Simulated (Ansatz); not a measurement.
Ansatz (a quantum-chemistry and plane-wave program) input (MP2/6-311+G**): The .json file is the Basis Set Exchange's 6-311+G**.

Ansatz 0.2 input:
```yaml
crystal:
  periodic: [false, false, false]
  atoms:
    - {symbol: C, position_ang: [-2.15981200, 0.73280800, -0.13406400]}
    - {symbol: C, position_ang: [-1.28937500, -0.15323500, 0.37829600]}
    - {symbol: C, position_ang: [-0.14420800, -0.74264900, -0.44118500]}
    - {symbol: Si, position_ang: [1.44674900, 0.12106000, 0.02599300]}
    - {symbol: H, position_ang: [-2.88126500, 1.03651800, 0.65544400]}
    - {symbol: H, position_ang: [-1.26814100, -0.51685100, 1.42476000]}
    - {symbol: H, position_ang: [-0.02924400, -1.82731300, -0.30039500]}
    - {symbol: H, position_ang: [-0.34555900, -0.55464700, -1.50104500]}
    - {symbol: H, position_ang: [2.68591000, -0.46749300, -0.59785400]}
    - {symbol: H, position_ang: [1.44380800, 1.55611100, -0.35843100]}
    - {symbol: H, position_ang: [1.70037900, 0.05729600, 1.49533700]}
basis:
  gaussian:
    orbitals: 6-311+G__.json
total_charge: -1
magnetization: {spin_polarized: false}
correlation: {method: mp2, electrons: outside_noble_gas}
```

Output:

```
Functional definition: HF
integrals: 0.12 GiB planned
1084 factors; integrals over basis functions are off by at most 1.2e-3 eV
mean field: 0.47 GiB planned
mean field evaluation 1: about -11059.0077 eV, gradient 3.0e1 eV
mean field evaluation 2: about -11059.1065 eV, gradient 3.0e1 eV
mean field evaluation 4: about -11062.4046 eV, gradient 4.3e0 eV
mean field evaluation 8: about -11062.5024 eV, gradient 4.3e-1 eV
mean field evaluation 16: about -11062.5048 eV, gradient 2.2e-6 eV
mean field -11062.50476888 eV, -406.5395518215 hartree, gradient 2.2e-6 eV, S^2 0.000000; 0 other end points of the search recorded, 0 dependent functions left out
8 core orbitals not correlated
reference -11062.50476888 eV, -406.5395518215 hartree; 12, 12 occupied and 119, 119 virtual orbitals, 1084 factors
second order -15.16236645 eV of doubles, -0.00000000 eV of singles
Total energy: -11077.66713533 eV, -407.0967585110 hartree
```

The dipole moment of an ion depends on the origin.

The geometry given is a B3LYP-D3(BJ)/def2-TZVP minimum.
